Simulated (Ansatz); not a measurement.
Consider the ligand exchange at the Si–O bond: `F[Si](F)(F)O[Si](Cl)(Cl)Cl` + `N=C=O` → `O=C=N[Si](F)(F)F` + `O[Si](Cl)(Cl)Cl`.

Program: Ansatz. Geometries: PBE0-D4/def2-TZVP. ΔE: electronic, gas phase. CCSD(T)/CBS adds triple-zeta CCSD(T) − MP2 to the extrapolated MP2 energy (def2 sets, frozen cores). This one scheme is used for every species. DFT in def2-TZVPP. Each species was taken in one conformer, which may not be the lowest.

`F[Si](F)(F)O[Si](Cl)(Cl)Cl`:

```xyz
9

F     1.342    1.870    1.044
Si    1.391    0.339    0.724
F     1.233   -0.458    2.063
F     2.784    0.000    0.097
O     0.238   -0.056   -0.310
Si   -1.284   -0.338   -0.763
Cl   -1.916   -2.068    0.063
Cl   -2.461    1.184   -0.145
Cl   -1.328   -0.475   -2.773
```

`N=C=O`:

Cartesian coordinates in Å:
```
N -0.171 0.516 0.539
C 0.225 -0.091 -0.428
O 0.664 -0.553 -1.398
H -0.717 0.127 1.287
```

`O=C=N[Si](F)(F)F`:

Cartesian coordinates in Å:
```
O 0.343 2.770 1.174
C 0.227 1.717 0.708
N 0.116 0.633 0.219
Si -0.115 -0.902 -0.377
F 0.861 -1.171 -1.571
F -1.586 -1.077 -0.888
F 0.154 -1.970 0.736
```

`O[Si](Cl)(Cl)Cl`:

```xyz
6

O    -0.103    1.103    0.772
Si    0.121   -0.275   -0.043
Cl   -1.626   -1.285   -0.278
Cl    0.886    0.077   -1.891
Cl    1.414   -1.382    1.038
H    -0.692    1.762    0.401
```

```
             level  ΔE (kcal/mol)
        r2SCANh-D4            6.0
           ωB97X-V            5.9
         CAM-B3LYP            5.4
      MP2/def2-SVP            4.4
     CCSD/def2-SVP            4.8
CCSD(T)/def2-TZVPP            6.6
      HF/CBS(def2)            6.3
    CCSD/CBS(def2)            6.4
```

(1) What does CCSD(T)/CBS give? (An estimate is asked.)

Largest T1 diagnostic among the species: 0.018.

## Answers

(1) Ansatz gave: +6.5 kcal/mol. The listed levels differ from it by -0.5, -0.6, -1.1, -2.1, -1.7, 0.1, -0.2, -0.1 kcal/mol.

At CCSD(T), def2-SVP lies −1.4 kcal/mol from the extrapolated value and def2-TZVPP +0.1 kcal/mol. Leaving LDA and LC-ωPBE aside and taking each functional with its dispersion term where it has one, the values, not all of them listed here, spread over 2.2 kcal/mol, from PBE-QIDH to BHLYP-D4. The D4 term adds +1.9 kcal/mol with B3LYP and +1.2 kcal/mol with PBE0; it sums over pairs of atoms, weighted by their polarisabilities, and B3LYP, whose exchange is more repulsive, gets the larger term.

B3LYP here is the variant with VWN-RPA as its local correlation; programs differ in this.
